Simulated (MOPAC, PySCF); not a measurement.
C3H8OSi, SMILES `C/C(O)=C/[SiH3]` (C–C–O–H torsion 180°), neutral singlet in the gas phase. 

Cartesian coordinates (Å):
```xyz
13

C     -1.9706     0.3351    -0.2673
C     -0.5167     0.2733     0.0559
O     -0.0576     1.2757     0.8519
C      0.3388    -0.6619    -0.3644
Si     2.1353    -0.6679     0.0826
H     -2.2109     1.2706    -0.7842
H     -2.2659    -0.4954    -0.9054
H     -2.5707     0.2976     0.6485
H     -0.7746     1.8732     1.0776
H     -0.0669    -1.4429    -0.9967
H      2.7776    -1.8481    -0.5576
H      2.3467    -0.7656     1.5527
H      2.8355     0.5562    -0.3936
```
Charge 0, multiplicity 1.

All levels are single points at this geometry (PBE0-D3(BJ)/def2-TZVP); Pople sets use spherical d functions. Orbital energies aren't observables, and empty levels follow the basis.

HF/STO-3G in PySCF gives gap (eV) = 15.63.

Task: Estimate the gap (eV) from each of these levels: PBE-D3(BJ)/def2-TZVP in PySCF; PBE0-D3(BJ)/def2-TZVP in PySCF; ωB97X-D3(BJ)/def2-TZVP in PySCF; B3LYP/3-21G in PySCF; B3LYP/6-311+G** in PySCF; B3LYP/6-31G* in PySCF; PBE/6-31G* in PySCF; HF/3-21G in PySCF; HF/6-31G* in PySCF; AM1 in MOPAC; PM3 in MOPAC; PM6 in MOPAC.

Result: 
```json
[
 {"level": "PBE-D3(BJ)/def2-TZVP in PySCF", "gap (eV)": "4.72"},
 {"level": "PBE0-D3(BJ)/def2-TZVP in PySCF", "gap (eV)": "6.80"},
 {"level": "ωB97X-D3(BJ)/def2-TZVP in PySCF", "gap (eV)": "11.26"},
 {"level": "B3LYP/3-21G in PySCF", "gap (eV)": "6.53"},
 {"level": "B3LYP/6-311+G** in PySCF", "gap (eV)": "6.07"},
 {"level": "B3LYP/6-31G* in PySCF", "gap (eV)": "6.46"},
 {"level": "PBE/6-31G* in PySCF", "gap (eV)": "4.76"},
 {"level": "HF/3-21G in PySCF", "gap (eV)": "13.33"},
 {"level": "HF/6-31G* in PySCF", "gap (eV)": "13.23"},
 {"level": "AM1 in MOPAC", "gap (eV)": "10.34"},
 {"level": "PM3 in MOPAC", "gap (eV)": "9.91"},
 {"level": "PM6 in MOPAC", "gap (eV)": "10.13"}
]
```
